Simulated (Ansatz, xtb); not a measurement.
Torsion H3–O1–Se2–H4 in H2OSe (SMILES O[SeH]); at each angle all else is relaxed with GFN2-xTB, and the levels are single points there.
Geometry at 90° (charge 0, multiplicity 1):
```xyz
4

O     -0.941     0.318     0.288
Se     0.761     0.665    -0.190
H     -1.311    -0.366    -0.279
H      0.446     1.717    -1.157
```
Energies count from the point at 90°.

Frozen-core correlation. Filled d and f shells under p-block atoms count as core. CBS: X⁻³ extrapolation of the correlation energy, Hartree–Fock from the larger set.

Run with Ansatz (an electronic-structure program); xtb for the GFN methods. 

Energies in kcal/mol.

```
dihedral (°)  GFN-FF  HF/cc-pVDZ  HF/cc-pVTZ  CCSD(T)/CBS(cc-pVTZ, cc-pVQZ)
------------  ------  ----------  ----------  -----------------------------
0               2.53        5.13        5.27                           5.03
30              1.93        3.72        3.84                           3.68
60              0.76        1.14        1.19                           1.16
90              0.00        0.00        0.00                           0.00
120            -0.03        1.05        1.12                           1.04
150             0.48        2.98        3.20                           3.02
180             0.82        3.88        4.17                           3.96
210             0.48        2.98        3.20                           3.02
240            -0.03        1.05        1.12                           1.04
270             0.00        0.00        0.00                           0.00
300             0.76        1.14        1.19                           1.16
330             1.93        3.72        3.84                           3.68
```
